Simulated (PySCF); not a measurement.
**Basis and Hamiltonian dependence of the ionisation energy of Te**

Te [Kr] 4d10 5s2 5p4 (3P) → Te⁺ [Kr] 4d10 5s2 5p3 (4S). All values are computed (PySCF 2.14, energy differences of UHF-based or UKS calculations, no spin-orbit coupling). Values in eV.

```
                                                                      basis    Hamiltonian  functions    UHF    PBE   PBE0  MP2 (valence)  CCSD(T) (valence)  CCSD(T) (valence and next inner shell)
                                               aug-cc-pVDZ-PP with ECP28MDF            ECP         32  7.702  8.690  8.695          8.121              8.183                                     n/a
                                                                 x2c-SVPall  spin-free X2C         36  7.671  8.653    n/a          8.044              8.079                                     n/a
                                                   cc-pVTZ-PP with ECP28MDF            ECP         39  7.746    n/a  8.733          8.342              8.492                                     n/a
                                             aug-cc-pwCVDZ-PP with ECP28MDF            ECP         48  7.703  8.705  8.705          8.131              8.195                                   8.236
                      def2-TZVP with the def2 core potential (28 electrons)            ECP         50  7.727  8.718    n/a          8.317              8.465                                     n/a
                                               aug-cc-pVTZ-PP with ECP28MDF            ECP         55  7.734  8.721  8.722          8.357              8.515                                     n/a
                                                               x2c-TZVPPall  spin-free X2C         60  7.751  8.733  8.745          8.336              8.478                                   8.531
                                                                x2c-TZVPall  spin-free X2C         60  7.751    n/a    n/a          8.336                n/a                                     n/a
aug-cc-pVTZ-PP with one added diffuse shell each of d, f type with ECP28MDF            ECP         67  7.734  8.721  8.722          8.358              8.516                                     n/a
          x2c-TZVPPall with one added diffuse shell each of s, p, d, f type  spin-free X2C         76  7.761  8.756  8.755          8.367              8.519                                   8.569
                    def2-QZVPPD with the def2 core potential (28 electrons)            ECP         91  7.734  8.733  8.731          8.446              8.616                                     n/a
                                             aug-cc-pwCVTZ-PP with ECP28MDF            ECP         96  7.739  8.738  8.736          8.379              8.540                                     n/a
                                                               x2c-QZVPPall  spin-free X2C        112  7.732  8.739  8.736          8.440              8.609                                     n/a
     aug-cc-pwCVTZ-DK3 with one added diffuse shell each of s, p, d, f type  spin-free X2C        125  7.735  8.743  8.740          8.378                n/a                                   8.613
```

Frozen in the all-electron rows: valence: [Kr] 4d10; valence and next inner shell: [Ar] 3d10; with a core potential, the same shells as far as they lie outside it.

At CCSD(T) (valence and next inner shell), aug-cc-pwCVDZ-PP with ECP28MDF lies more than 0.3 eV from the median of the rows with comparable relativity.

Reference for a calculation without spin-orbit coupling: 8.749 eV (measured, between term centres; NIST).
